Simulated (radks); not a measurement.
Values are calculated unless marked as measured or tabulated.
Excited configurations of Ni18+: one electron is placed in a higher orbital outside [He] 2s2 2p5. The ground configuration is [Ne]. Level of theory: non-relativistic Kohn-Sham, PBE, spin-polarised, spherical densities, point nucleus; open shells are filled with parallel spins first (a radial shooting solver on a logarithmic mesh with Libxc functionals). Excitation = E - E(ground); binding = E(ion) - E, where the ion is the core of charge +19; n* = 19/sqrt(2 binding) in atomic units, and the quantum defect is n - n*.

| outer orbital | excitation (eV) | binding (eV) | n* | quantum defect | <r> (bohr) |
|---|---|---|---|---|---|
| 3s | 884.92 | 655.42 | 2.737 | 0.263 | 0.5971 |
| 4s | 1187.5 | 352.85 | 3.731 | 0.269 | 1.106 |
| 4p | 1201.6 | 338.72 | 3.808 | 0.192 | 1.101 |
| 4f | 1231.2 | 309.16 | 3.986 | 0.014 | 0.9375 |
| 5f | 1341.0 | 199.34 | 4.964 | 0.036 | 1.635 |
| 6d | 1398.9 | 141.44 | 5.893 | 0.107 | 2.597 |
| 7s | 1431.1 | 109.23 | 6.706 | 0.294 | 3.569 |

The Delta-SCF ionisation energy is 1540.3 eV (NIST Atomic Spectra Database: 1540.1 eV, measured). Self-interaction in the functional shifts the binding energies and quantum defects, so they are the method's values and not measured ones. Open shells are spherical and high-spin; term and fine-structure splittings are not resolved.
